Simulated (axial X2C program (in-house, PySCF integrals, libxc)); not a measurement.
Density and ELF of SbF

All values were computed with an in-house all-electron X2C program for linear molecules (integrals from PySCF). Two-component (2c) means X2C with spin–orbit coupling and atomic mean-field two-electron Coulomb and Gaunt terms. Basis: Sb dyall-cv3z [11s12p8d4f1g], F dyall-av3z [7s6p3d2f] (cores contracted in-house); Gaussian nuclei, density fitting, unrestricted open shells. Masses: Sb 120.904 u, F 18.998 u.

PBE0, with spin–orbit coupling, state Ω = 1 (⟨Sz⟩ = 1.00, ⟨Lz⟩ = 0.00 at PBE0); Sb at z = 0, F at z = 1.929 Å.

The maps cover the half plane through the axis: z from -2.4 to 4.2 Å along the bond, ρ from 0.15 to 2.25 Å away from it (steps of 0.3 Å, the bottom row nearest the axis).

log10 of the density in e/bohr³:

digits 0 to 9 span -5.79 to 1.83 evenly
```
22233334433333222211000
22333444444433332222110
23334445544444333322210
23344555555444444433211
23445556655555555443221
33445566666556665543321
33455667876666776554322
33455678987667877654322
```

Electron localisation function (collinear form, no current term, damped to 0 at low density):

digits 0 to 9 span 0.00 to 1.00 evenly
```
00014577764200000000000
00136788886200000000000
00257889886300000000000
00257888876200121100000
00257765444212454210000
00256532322126777520000
00245336773157888631000
00244354745167128741000
```

Axial spin density in 10⁻³ e/bohr³:

digits 0 to 9 span -5.97 to 5.97 evenly, values beyond are clipped
```
55555566665555555555555
55556678876655544445555
55556899999755544445555
55567999999865444445555
55568999999964455555555
55557999999954565554455
44445673929744996444455
44432245964542993444445
```

The state is one determinant whose occupation by symmetry is held fixed; it was picked as the lowest of a PBE0 search that is not exhaustive. Density functionals use the spin component along the axis (collinear). Other states lie close and PBE0, whose exact exchange favours high spin, may order them wrongly; the determinant shown need not be the ground state. The nearest other 2c determinant of the search, Ω = 0, lies 0.44 eV up at the distance of the search. With several unpaired electrons one determinant need not be a pure state. Open-shell Ω = 0 determinants with evenly filled partner blocks cannot be reached by this program, so the Ω shown need not be the lowest component. This is the Ω = 1 component of a π² triplet; the 0⁺ component is not one determinant and can lie lowest.
